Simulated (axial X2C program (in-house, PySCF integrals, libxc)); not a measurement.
# Potential curves of InSi⁺, with spin–orbit coupling

Computed with an in-house relativistic program for diatomic molecules. Two-component (2c) means X2C with spin–orbit coupling and atomic mean-field two-electron Coulomb and Gaunt terms. Basis: In dyall-cv3z [11s12p9d4f1g], Si dyall-v3z [8s7p2d1f] (cores contracted in-house); Gaussian nuclei, density fitting, unrestricted open shells. Masses: In 114.904 u, Si 27.977 u.

State: Ω = 2 (⟨Sz⟩ = 1.00, ⟨Lz⟩ = 1.00 at HF). Energies in kJ/mol from the fragments at the same level (In+ + Si). Fits are polynomials in 1 − R0/R over 0.85 to 1.23 times the lowest point R0.

```
 R (Å)     MP2  CCSD(T)      HF    CCSD
2.6900  -31.22             0.51        
2.8137  -43.59   -46.58  -14.66  -41.33
2.9065  -49.22   -51.94  -22.18  -47.07
2.9992  -52.58   -54.99  -27.24  -50.49
3.0920  -54.26   -56.34  -30.43  -52.18
3.2002  -54.64   -56.34  -32.35  -52.54
3.3084  -53.80   -55.14  -32.85  -51.67
3.4476  -51.50   -52.41  -32.04  -49.32
3.6176  -47.56           -29.66        
3.8650  -40.82           -24.84
```

Correlated methods: 6 electrons correlated (number of frozen shells: In 4 s, 3 p, 2 d; Si 2 s, 1 p), 232 virtual spin orbitals or spinors in MP2, 90 natural virtuals in coupled cluster.

One determinant describes the state; a PBE0 search over occupations chose it and may have missed a lower one. De is counted from the lowest determinant-based energies of the atoms at the same level, without counterpoise correction. CCSD and (T) use frozen natural virtuals with an MP2 correction for the truncation; (T) itself is uncorrected, so its De runs slightly low. The 2c atoms are single determinants rather than J levels; their spin–orbit lowering is only partly caught, and De is too large by that part. This holds for MP2, CCSD(T), CCSD. PBE0 can misorder states that lie within some tenths of an eV, so this need not be the ground state of the molecule. The nearest other 2c determinant of the search, Ω = 1, lies 0.19 eV up at the distance of the search. The atomic limit has a lower orbital projection than the molecule and lies lower at mean-field level, so De may be about a tenth of an eV too small. With several unpaired electrons one determinant need not be a pure state. Open-shell Ω = 0 determinants with evenly filled partner blocks cannot be reached by this program, so the Ω shown need not be the lowest component. With the outer-core shells frozen, correlated bond lengths of heavy atoms tend to come out a few hundredths of an ångström too long. Coupled cluster ran on the points near the minimum only. MP2 and coupled cluster on one determinant become unreliable at the stretched end.

Task: Fit the MP2 curve near its minimum: give the equilibrium distance, the harmonic wavenumber and the well depth.

Result: At MP2, 2c: Re = 3.174 Å, ωe ≈ 119 cm⁻¹, De = 0.57 eV to In+ + Si; Be follows as 0.0744 cm⁻¹.

Task: What are Re, ωe and De at the CCSD(T) level?

Result: At CCSD(T), 2c: Re = 3.145 Å, ωe ≈ 124 cm⁻¹, De = 0.59 eV to In+ + Si; Be follows as 0.0758 cm⁻¹.

Task: What are Re, ωe and De at the HF level?

Result: At HF, 2c: Re = 3.301 Å, ωe ≈ 105 cm⁻¹, De = 0.34 eV to In+ + Si; Be follows as 0.0687 cm⁻¹.

Task: Fit the CCSD curve near its minimum: give the equilibrium distance, the harmonic wavenumber and the well depth.

Result: At CCSD, 2c: Re = 3.173 Å, ωe ≈ 120 cm⁻¹, De = 0.55 eV to In+ + Si; Be follows as 0.0744 cm⁻¹.
